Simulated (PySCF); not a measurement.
# Electric field gradients and quadrupole coupling constants

Species: SiEt(OMe)3, C5H14O3Si.
Geometry (PBE0-D3(BJ)/def2-SVP, Å), atoms numbered from 1 in this order:
```xyz
23
C5H14O3Si angstrom
Si     0.0075   -0.0096   -0.0770
C     -0.0296   -0.2416    1.7660
C      0.3183    1.0287    2.5397
H      0.6666   -1.0580    2.0269
H     -1.0350   -0.6078    2.0394
H      0.2767    0.8717    3.6287
H      1.3310    1.3763    2.2860
H     -0.3763    1.8465    2.2924
O      1.5258    0.5134   -0.4583
C      1.9074    1.0055   -1.7151
H      1.9009    0.2122   -2.4838
H      2.9306    1.4047   -1.6433
H      1.2380    1.8146   -2.0531
O     -1.0495    1.1338   -0.6273
C     -2.4161    0.9533   -0.8689
H     -2.6182    0.0013   -1.3888
H     -2.7792    1.7789   -1.5006
H     -3.0008    0.9652    0.0693
O     -0.4018   -1.3962   -0.8956
C      0.2356   -2.6337   -0.7609
H      1.3319   -2.5525   -0.8740
H     -0.1356   -3.3148   -1.5423
H      0.0291   -3.1023    0.2190
```

Field gradients from the PBE0/pcSseg-1 density (PySCF, non-relativistic), principal values in atomic units, ordered |Vxx| ≤ |Vyy| ≤ |Vzz|:

```json
{"atom": "O9", "Vxx": "-0.5521", "Vyy": "-1.1693", "Vzz": "1.7214"}
{"atom": "O14", "Vxx": "-0.5372", "Vyy": "-1.2169", "Vzz": "1.7541"}
{"atom": "O19", "Vxx": "-0.5438", "Vyy": "-1.2057", "Vzz": "1.7495"}
```

Find the asymmetry η = (Vxx − Vyy)/Vzz and the couplings χ = eQV/h (234.96 MHz × Q in barn × V in au), with Q(17O) = −0.0256 b.

```csv
atom,environment,nucleus,η,χzz (MHz),χxx (MHz),χyy (MHz)
O9,oxygen bonded to C and Si,17O,0.36,-10.35,3.32,7.03
O14,oxygen bonded to C and Si,17O,0.39,-10.55,3.23,7.32
O19,oxygen bonded to C and Si,17O,0.38,-10.52,3.27,7.25
```

What is Vzz at O14 in SI units (1 au = 9.71736 × 10²¹ V/m²)?

1.7541 au = 17.045 × 10²¹ V/m².

What couplings would deuterons (Q(2H) = 0.00286 b) have in place of the hydrogens, at this geometry?

```tsv
atom	bonded to	bond length (Å)	Vzz (au)	η	χzz (kHz)
H4	C2	1.104	0.2899	0.04	195
H5	C2	1.104	0.2895	0.03	195
H6	C3	1.101	0.2927	0.02	197
H7	C3	1.100	0.2897	0.02	195
H8	C3	1.101	0.2896	0.03	195
H11	C10	1.105	0.2772	0.09	186
H12	C10	1.101	0.2853	0.07	192
H13	C10	1.103	0.2766	0.08	186
H16	C15	1.103	0.2751	0.08	185
H17	C15	1.101	0.2843	0.07	191
H18	C15	1.106	0.2766	0.08	186
H21	C20	1.105	0.2745	0.08	184
H22	C20	1.101	0.2842	0.07	191
H23	C20	1.106	0.2757	0.08	185
```

The structure is a single PBE0-D3(BJ)/def2-SVP conformer in the gas phase; no vibrational or solvent corrections. A larger basis could move these couplings by a tenth or more.
